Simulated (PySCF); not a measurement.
C2H5FInN. Atoms are numbered in the order given.

```xyz
10

In    -0.1375     0.1368     0.1252
F     -2.0716     0.2419     0.5385
C      0.4410    -1.2648    -1.3794
C      1.7149    -1.5172    -1.7040
H     -0.3624    -1.7978    -1.9008
H      1.9768    -2.2482    -2.4800
H      2.5631    -1.0201    -1.2204
N      0.8798     1.3070     1.4398
H      0.3313     2.0377     1.8900
H      1.7784     1.6894     1.1529
```
Charge 0, spin multiplicity 1.

The structure is a stationary point at B3LYP-D3(BJ)/def2-SVP. The structure was generated by enumeration; whether it is a known compound was not checked. The def2 effective core potentials stand for the cores of In; spin–orbit coupling is left out. One conformer was computed; it need not be the lowest.

Computed with ωB97X/def2-TZVP (PySCF).

ESP charges are fitted to the potential on shells at 1.4 to 2.0 van der Waals radii. Atomic charges (e):

```csv
atom,Löwdin,ESP fit
In1,0.54,0.98
F2,-0.29,-0.50
C3,-0.34,-0.33
C4,-0.21,-0.42
H5,0.15,0.17
H6,0.12,0.20
H7,0.13,0.20
N8,-0.40,-0.94
H9,0.16,0.33
H10,0.15,0.30
```
